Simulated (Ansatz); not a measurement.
System: SnF (charge +1, singlet). 
Structure (B3LYP-D3(BJ)/def2-TZVP (Ansatz, a program for electronic structure) minimum search):
SMILES: [F][Sn+]
```xyz
2

Sn     0.0000     0.0000    -0.2879
F      0.0000     0.0000     1.5994
```
Charge +1, spin multiplicity 1.

Basis-set convergence of Hartree-Fock and MP2 correlation energies (hartree) with Ansatz. Valence correlation only, unless marked. Spin-orbit coupling is left out. The frozen core is the preceding noble-gas configuration, with the filled d and f shells of earlier blocks. In def2 rows, elements after Kr have scalar-relativistic effective core potentials.

```csv
basis,functions,E(HF),"E(corr, MP2)"
def2-SVPD,55,-312.48700,-0.25084
def2-TZVPPD,96,-312.61607,-0.31530
def2-QZVPPD,154,-312.62249,-0.34193
```

Extrapolating the two largest sets (X = 3 and 4) as X^-3: E(corr) = (64·(-0.34193) - 27·(-0.31530))/37 = -0.3614 Eh, an estimate of the basis-set limit. The largest set recovers 94.6 % of it, the smallest 69.4 %.
